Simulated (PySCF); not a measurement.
C$_{4}$H$_{10}$AsB$_{2}$N

Geometry (Å), atoms numbered from 1 in this order:
```xyz
18

C    -3.171   -0.548    0.090
C    -2.316   -0.180   -0.676
B    -1.279    0.209   -1.712
N     0.069    0.446   -1.381
B     0.759    0.497   -0.133
C     2.345    0.557   -0.157
C    -0.002    0.492    1.232
As   -0.295   -1.398    1.811
H    -3.929   -0.852    0.756
H    -1.610    0.266   -2.841
H     0.674    0.575   -2.182
H     2.787    0.149    0.752
H     2.680    1.593   -0.226
H     2.781    0.030   -1.005
H    -0.988    0.956    1.199
H     0.561    0.961    2.044
H     1.172   -1.715    1.967
H    -0.249   -2.031    0.451
```

Computed with TDDFT LC-wPBE/def2-SVPD circular dichroism and optical rotation, one conformer, gas phase in PySCF 2.14.0. Geometry: GFN2-xTB.

The bonding changed while the geometry was optimised; results refer to the coordinates, not to the name. The molecule is flexible and this is one conformer; a measurement averages over conformers. The calculation is non-relativistic, which matters for the atoms heavier than Zn.

(1) Draw the ECD and absorption spectra from the lowest 16 states, each a Gaussian of half-width 0.35 eV at 1/e height.

Answers

(1) 
| E (eV) | λ (nm) | Δε (L mol⁻¹ cm⁻¹) | ε (L mol⁻¹ cm⁻¹) |
| --- | --- | --- | --- |
| 4.56 | 272 | +0.30 | 4.47 |
| 4.71 | 263 | +0.87 | 14 |
| 4.86 | 255 | +1.97 | 39.3 |
| 5.01 | 247 | +4.27 | 124 |
| 5.16 | 240 | +10.65 | 411 |
| 5.31 | 233 | +25.95 | 1120 |
| 5.46 | 227 | +49.26 | 2280 |
| 5.61 | 221 | +65.89 | 3480 |
| 5.76 | 215 | +58.50 | 4380 |
| 5.91 | 210 | +29.47 | 5180 |
| 6.06 | 205 | -0.34 | 5820 |
| 6.21 | 200 | -14.91 | 5540 |
| 6.36 | 195 | -15.83 | 4400 |
| 6.51 | 190 | -13.97 | 4000 |
| 6.66 | 186 | -15.13 | 5690 |
| 6.81 | 182 | -15.57 | 9120 |
| 6.96 | 178 | -10.23 | 12800 |
| 7.11 | 174 | -0.59 | 15500 |
| 7.26 | 171 | +8.88 | 16200 |
| 7.41 | 167 | +14.88 | 14200 |
| 7.56 | 164 | +12.26 | 10300 |
| 7.71 | 161 | -5.69 | 6990 |
| 7.86 | 158 | -41.30 | 6470 |
| 8.01 | 155 | -85.85 | 9090 |
| 8.16 | 152 | -116.53 | 13100 |
| 8.31 | 149 | -109.66 | 15500 |

Δε uses R in velocity form, ε uses f in length form. Only the states computed contribute, so the short-wavelength end is incomplete.
